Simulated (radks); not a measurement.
Spherical jellium clusters: N electrons in a uniform positive sphere of charge N and radius rs N^(1/3), rs = 2.96 bohr. Method: non-relativistic Kohn-Sham, LDA (Slater exchange, Perdew-Wang correlation), spin-polarised, spherical densities; computed with a radial shooting solver with Libxc functionals. Levels are named by radial order and angular momentum (1s, 1p, 1d, 2s, ...), and open shells are averaged over m.

N = 24, configuration 1s2 1p6 1d10 2s2 1f(up 4, down 0). This is the lowest configuration that the search found. Occupied and some empty levels:

level,occupation,eigenvalue (eV),<r> (bohr)
1s up,1,-7.6376,5.240
1s down,1,-7.4423,5.072
1p up,3,-6.3551,6.244
1p down,3,-6.0737,6.159
1d up,5,-4.7580,6.991
1d down,5,-4.4327,6.966
2s up,1,-4.0395,5.951
2s down,1,-3.8576,6.042
1f up,4,-2.9300,7.697
1f down,0,-2.5934,7.734
2p up,0,-2.1264,7.586
2p down,0,-1.9519,7.691
1g up,0,-0.97463,8.574
1g down,0,-0.66242,8.737
2d up,0,-0.58251,10.36
2d down,0,-0.44718,10.79

Energy (eV): total -37.2852, kinetic 72.212, external -2153.3, Hartree 1054.6, exchange-correlation -112.22, background 1101.4.

Electron density:

r (bohr),n(r) (e/bohr^3)
0.981,0.01150
2.03,0.009788
3.09,0.008600
4.14,0.008862
5.19,0.009837
6.24,0.009650
7.30,0.007250
8.35,0.003891
9.40,0.001561
10.4,0.0005366
11.5,0.0001675
12.6,0.00005051
13.6,0.00001492
